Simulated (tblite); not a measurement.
Isomers of [C6H11O2S]- (charge -1). Level: GFN2-xTB in tblite, geometry and Hessian alike; calculated harmonic values, unscaled, isolated species. Against measured fundamentals such values can be off by several per cent, at times by over 20. One conformer each.

Electronic energies: GFN2-xTB at the same geometries; isomer energies are rough at this level and their order can be wrong.

```csv
SMILES,"electronic energy, lowest = 0 (kcal/mol)"
COCC[C@@H]([S-])C(C)=O,19.1
[CH2-]S(=O)(=O)CC1CCC1,69.7
CC(C)OCCC(=O)[S-],1.2
CCC([S-])(CC)C(=O)O,0.0
CS(=O)(=O)[CH-]C1CCC1,67.0
CCOC(C)(C)C(=O)[S-],2.4
```

Question: How do GFN2-xTB zero-point energies change the relative energies?

Answer: 
```csv
SMILES,ZPE (kcal/mol),of it from modes above 1550 cm⁻¹,electronic (kcal/mol),"with ZPE, lowest = 0 (kcal/mol)",lowest mode (cm⁻¹),rings
CCC([S-])(CC)C(=O)O,101.3,50.2,0.0,0.0,73,0
CC(C)OCCC(=O)[S-],101.4,49.1,1.2,1.3,41,0
CCOC(C)(C)C(=O)[S-],100.8,49.5,2.4,1.9,39,0
COCC[C@@H]([S-])C(C)=O,100.2,48.7,19.1,18.1,40,0
CS(=O)(=O)[CH-]C1CCC1,99.8,47.1,67.0,65.4,61,1
[CH2-]S(=O)(=O)CC1CCC1,99.9,46.8,69.7,68.4,18,1
```

The zero-point energies span 1.6 kcal/mol, from `CS(=O)(=O)[CH-]C1CCC1` to `CC(C)OCCC(=O)[S-]`. The order is unchanged.

Question: What do entropy and thermal enthalpy add at 298.15 K and 1 bar (rigid rotor, harmonic oscillator, one conformer each)?

Answer: 
| SMILES | point group | symmetry number | S (cal/(mol K)) | H − H(0) (kcal/mol) | ZPE + H − H(0) − TS (kcal/mol) |
| --- | --- | --- | --- | --- | --- |
| CCC([S-])(CC)C(=O)O | C1 | 1 | 101.2 | 7.46 | 78.6 |
| CC(C)OCCC(=O)[S-] | C1 | 1 | 103.2 | 7.32 | 77.9 |
| CCOC(C)(C)C(=O)[S-] | C1 | 1 | 103.5 | 7.58 | 77.5 |
| COCC[C@@H]([S-])C(C)=O | C1 | 1 | 106.8 | 7.71 | 76.1 |
| CS(=O)(=O)[CH-]C1CCC1 | C1 | 1 | 100.5 | 7.10 | 76.9 |

Not tabulated: `[CH2-]S(=O)(=O)CC1CCC1` (lowest mode only 18 cm⁻¹).
